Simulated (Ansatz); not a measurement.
Mulliken charges of C2H4InNO (`C[O][InH][C]#N`) from PBE/def2-TZVPP in Ansatz (PBE0-D4/def2-TZVP geometry).

```tsv
atom	x (Å)	y (Å)	z (Å)	charge (e)
C1	0.470	-1.351	-0.549	-0.116
O2	0.089	-1.016	0.763	-0.426
In3	-0.495	0.776	1.308	0.638
C4	-0.443	2.065	-0.380	-0.355
N5	-0.414	2.762	-1.299	0.045
H6	0.418	-0.509	-1.252	0.086
H7	1.501	-1.724	-0.550	0.094
H8	-0.178	-2.148	-0.930	0.094
H9	-0.947	1.146	2.888	-0.058
```

Q: By hand: the dipole of these point charges (1 e Å = 4.8032 D).

A: Σ q r = (-0.054, 0.002, 0.235) e Å, of length 0.241 e Å = 1.16 D.

Q: How does the dipole of the full density compare? (Estimate.)

A: Ansatz gave: (-0.046, -0.306, 0.549) e Å, 3.03 D; the point charges give 0.38 times that, at 31° from its direction.

Point charges leave out the atoms' own dipoles, such as those of lone pairs, and Mulliken's split depends on the basis, so the two needn't agree.
